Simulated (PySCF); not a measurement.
Cost of one run: shielding job, C4H13AlFN.

Method: GIAO PBE0/pcSseg-1 NMR shielding, non-relativistic, gas phase (PySCF 2.14.0, density-fitted response routines). Geometry: GFN2-xTB. Work: shieldings, charges and field gradients, density fitting. The command runs a driver script over a list of jobs; the input below is this job's line of settings and its coordinates in Å.

Command:
```bash
OMP_NUM_THREADS=1 python probes_run.py task.json out
```

Input:
```
{"job": {"kind": "nmr", "xc": "PBE0", "basis": "pcSseg-1"}, "charge": 0, "multiplicity": 1}
C     -0.434047     0.391290    -1.460420
N     -0.636153    -0.058370    -0.093520
C     -1.518210    -1.210773    -0.066989
C     -1.176964     1.006222     0.734427
Al     1.129491    -0.787159     0.705181
C      2.365846     0.799276     0.607519
F      2.975243    -0.429599     1.190142
H      0.202630     1.274831    -1.456092
H     -1.381773     0.626014    -1.955967
H      0.078066    -0.396350    -2.013144
H     -2.519370    -0.970265    -0.438811
H     -1.587572    -1.576660     0.956437
H     -1.083856    -2.002190    -0.675220
H     -2.176924     1.308562     0.405779
H     -1.225688     0.654121     1.764545
H     -0.507600     1.864640     0.698247
H      1.359927    -1.912178    -0.354771
H      0.555999    -1.151340     2.113512
H      3.040912     1.033230    -0.222193
H      2.534893     1.547377     1.388614
```

Hardware: one thread, Arm Neoverse N1 (aarch64) (shared host). PySCF's memory limit was set to 1040 MB.

Q: How large is the basis?

A: 191 functions for 66 electrons, with 1008 fitting functions; the fitted three-index integrals, 1008 × 191 × 192/2 numbers of 8 bytes, come to 140 MiB.

Q: Estimate the wall time.

A: About 54 s. The SCF took 12 cycles.

Q: How much memory does it need at the peak?

A: About 0.89 GiB. Peak memory is the resident size of the whole Python process, interpreter and libraries included.

Q: At this speed, how long would 20000 such jobs take on 8 cores, one job a core?

A: 20000/8 gives 2500 rounds of 54 s, about 38 h of wall time and 300 core-hours, if the jobs don't slow each other.

The SCF part of the output:
```
coarse grid: 16176 points
cycle   1  E = -556.6383225207  dE =  4.587e-01  |g| = 4.485e-01  |ddm| = 3.626e+00
cycle   2  E = -556.6292995379  dE =  9.023e-03  |g| = 5.734e-01  |ddm| = 7.857e-01
cycle   3  E = -556.6806210263  dE = -5.132e-02  |g| = 8.883e-02  |ddm| = 3.872e-01
cycle   4  E = -556.6818863265  dE = -1.265e-03  |g| = 2.917e-02  |ddm| = 7.389e-02
cycle   5  E = -556.6820709720  dE = -1.846e-04  |g| = 5.630e-03  |ddm| = 2.504e-02
cycle   6  E = -556.6820780128  dE = -7.041e-06  |g| = 1.178e-03  |ddm| = 5.749e-03
final grid: 149160 points
cycle   7  E = -556.7272262373  dE = -5.005e-05  |g| = 9.526e-03  |ddm| = 2.883e-02
cycle   8  E = -556.7272170146  dE =  9.223e-06  |g| = 1.188e-02  |ddm| = 1.496e-02
cycle   9  E = -556.7272475534  dE = -3.054e-05  |g| = 1.709e-03  |ddm| = 8.042e-03
cycle  10  E = -556.7272480116  dE = -4.582e-07  |g| = 2.196e-04  |ddm| = 1.066e-03
cycle  11  E = -556.7272480197  dE = -8.102e-09  |g| = 4.132e-05  |ddm| = 1.847e-04
cycle  12  E = -556.7272480200  dE = -2.935e-10  |g| = 2.073e-05  |ddm| = 5.198e-05
converged SCF energy = -556.7272480200
```

On the final grid dE counts from the start density on that grid.

The host was shared with other jobs, so the times are rough.
